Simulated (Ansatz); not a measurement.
Molecule: C$_{4}$H$_{11}$Si (charge 0, doublet). It need not be the lowest isomer of its formula. SMILES: CC(C)(C)[SiH2]
Structure (B3LYP-D3(BJ)/def2-TZVP (Ansatz, a quantum-chemistry and plane-wave program) minimum search):
```
C
C 1 1.5347
H 2 1.0919 1 111.67
H 2 1.0922 3 107.93 1 123.18
H 2 1.0950 3 107.70 4 115.87
C 1 1.5347 2 109.88 3 -58.69
H 6 1.0919 1 111.67 2 58.69
H 6 1.0922 7 107.93 1 -123.18
H 6 1.0950 7 107.70 8 -115.87
C 1 1.5386 2 109.55 3 -179.09
H 10 1.0918 1 111.83 2 -59.03
H 10 1.0918 11 108.06 1 123.50
H 10 1.0963 11 107.60 12 115.91
Si 1 1.9106 2 109.85 3 62.27
H 14 1.4908 1 110.77 2 58.94
H 14 1.4908 15 109.05 1 -122.15
```
Charge 0, spin multiplicity 2.

Wanted: atomisation energy (electronic, to ground-state atoms); the coupled-cluster value holds the core correlation from cc-pwCVTZ, in kcal/mol. Correlated levels leave the core frozen unless marked. Open shells are spin-unrestricted. No spin-orbit coupling. No relativistic terms. CBS marks a two-point X^-3 extrapolation of the correlation energy; Hartree-Fock from the larger set. The bracket is a focal-point correction in the basis named.

Level to compare with: RI-MP2/CBS(cc-pV(T+d)Z,cc-pV(Q+d)Z)+[CCSD(T)-MP2]/cc-pV(T+d)Z plus the core term (Ansatz), 1416.9 kcal/mol. It is a level with limits of its own, and the differences hold the functionals' basis error too.

### Question
Rank these functionals by how close they come to RI-MP2/CBS(cc-pV(T+d)Z,cc-pV(Q+d)Z)+[CCSD(T)-MP2]/cc-pV(T+d)Z, closest first: r2SCAN0/def2-TZVPD (Ansatz); LC-wPBE/def2-TZVPD (Ansatz); revPBE/def2-TZVPD (Ansatz).

### Answer
LC-wPBE/def2-TZVPD (range-separated hybrid, 1407.7 kcal/mol, difference -9.2), r2SCAN0/def2-TZVPD (hybrid meta-GGA, 1403.5 kcal/mol, difference -13.4), revPBE/def2-TZVPD (GGA, 1377.6 kcal/mol, difference -39.3)
